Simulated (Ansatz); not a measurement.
B2Cl2H4O2, SMILES `Cl[B@H-]1[OH+][B@H-](Cl)[OH+]1` at its PBE0-D4/def2-TZVP geometry, where that method's forces vanish. Charge 0, multiplicity 1.

```xyz
10

Cl   -0.3476    2.1095   -1.0939
B     0.6798    0.7936   -0.3796
O     0.1850    0.3935    1.0221
B    -0.4330   -0.9042    0.4460
Cl    0.2277   -2.3726    1.2239
O     0.2607   -0.5922   -0.9028
H     1.8524    0.9864   -0.4322
H    -0.4596    1.0021    1.3989
H    -1.6261   -0.8539    0.3733
H    -0.3394   -0.5620   -1.6556
```

(1) What forces (eV/Å) does PBE-D4/def2-TZVPP give on these atoms in Ansatz 0.2.0? (Estimate.)

Results:

(1) Computed: 
```
Cl1 -0.102  0.182 -0.097
B2   0.096  0.236 -0.117
O3   0.357 -0.080  0.318
B4  -0.236 -0.186  0.086
Cl5  0.071 -0.191  0.101
O6   0.373 -0.293 -0.099
H7   0.158  0.029 -0.009
H8  -0.295  0.277  0.150
H9  -0.147 -0.004 -0.004
H10 -0.276  0.031 -0.331
```
